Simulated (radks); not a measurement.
I2+, configuration [Kr] 4d10 5s2 5p2 6s1 (not the ground configuration).

Calculated with a radial shooting solver on a logarithmic mesh with Libxc functionals: Dirac Kohn-Sham, PBEsol, spin-unpolarised, spherical densities, point nucleus; open shells are shared between the two j in proportion to 2j + 1.

Energy parts (hartree):
| part | energy |
|---|---|
| total | -7114.38310 |
| kinetic | 7540.80108 |
| electron-nucleus | -17247.93313 |
| Hartree | 2770.48613 |
| exchange-correlation | -177.73718 |

Orbitals (lengths in bohr, moments of r in powers of bohr; <r^-3> diverges for s and p1/2; r(max) is where P^2 peaks):
orbital	occ.	eigenvalue (hartree)	<r^-3>	<r>	r(max)
1s1/2	2	-1211.635	-	0.02723	0.01754
2s1/2	2	-187.9412	-	0.1168	0.09929
2p1/2	2	-176.4144	-	0.09849	0.07614
2p3/2	4	-165.4440	5228	0.1042	0.08094
3s1/2	2	-38.67113	-	0.3140	0.2860
3p1/2	2	-33.90479	-	0.3041	0.2723
3p3/2	4	-31.84046	1005	0.3157	0.2830
3d3/2	4	-23.43624	160.9	0.2865	0.2299
3d5/2	6	-23.00196	148.8	0.2902	0.2330
4s1/2	2	-7.54821	-	0.7397	0.6806
4p1/2	2	-5.88406	-	0.7723	0.6985
4p3/2	4	-5.48010	196.9	0.8005	0.7229
4d3/2	4	-2.80255	24.07	0.9104	0.7729
4d5/2	6	-2.73898	22.05	0.9215	0.7815
5s1/2	2	-1.46067	-	1.840	1.654
5p1/2	0.666667	-1.05549	-	2.093	1.847
5p3/2	1.33333	-1.00342	25.41	2.169	1.915
6s1/2	1	-0.47078	-	4.196	3.952

The highest occupied level is 6s1/2 at -12.811 eV. The density falls to 0.001 e/bohr^3 at r = 4.78 bohr. Summed over all electrons, <r^2> = 54.88 bohr^2, which gives a Langevin (diamagnetic) susceptibility term of -43.5 x 10^-6 cm^3/mol.
